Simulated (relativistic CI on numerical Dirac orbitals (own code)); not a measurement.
V²⁺: M2,3 absorption edge

Computed with this model: Dirac-Coulomb-Breit CI, KLI orbitals optimised for each configuration, a model potential for QED, valence Slater integrals scaled by 0.9, multiplet model of core-to-valence dipole absorption; configurations [Ar] 3d3 → [Ne] 3s2 3p5 3d4; 80 K; Lorentzian 0.48 eV and Gaussian 0.3 eV FWHM. Energies are those of the free ion, without screening or charge transfer. The branching ratio is the share of the lower-energy edge in the whole absorption, uncertain by about 0.02 where the edges overlap. S is read from ⟨S²⟩ = S(S + 1).

Field parameters in Wybourne normalisation: Td as Oh with Dq negative (B⁴₀ = 21Dq, B⁴₄ = √(5/14) B⁴₀). The field is a parameter set, without covalency.

Computed curve for free ion, scaled to 100 at the maximum (points under 2 are left out and the grid is thinned):

(Energy (eV), Intensity): (38.4, 2.2), (38.8, 3.7), (39.2, 2.8), (39.6, 4.6), (40.0, 3.7), (42.1, 2.7), (42.5, 4.8), (43.0, 7.3), (43.4, 20.2), (43.8, 15.6), (44.2, 16.1), (44.6, 51.9), (45.0, 49.1), (45.4, 14.8), (45.8, 6.4), (46.2, 4.6), (46.6, 5.3), (47.0, 10.2), (47.4, 8.5), (47.8, 10.9), (48.3, 43.4), (48.7, 98.0), (49.1, 33.3), (49.5, 10.6), (49.9, 5.2), (50.3, 3.3), (50.7, 2.5), (51.1, 2.1), (51.5, 2.1), (51.9, 2.3), (52.3, 2.8), (52.7, 4.2), (53.1, 8.0), (53.6, 25.1), (54.0, 89.5), (54.4, 57.2), (54.8, 14.9), (55.2, 6.3), (55.6, 3.5), (56.0, 2.2)

The ground state has S = 1.50, and the centroid lies at 48.94 eV.
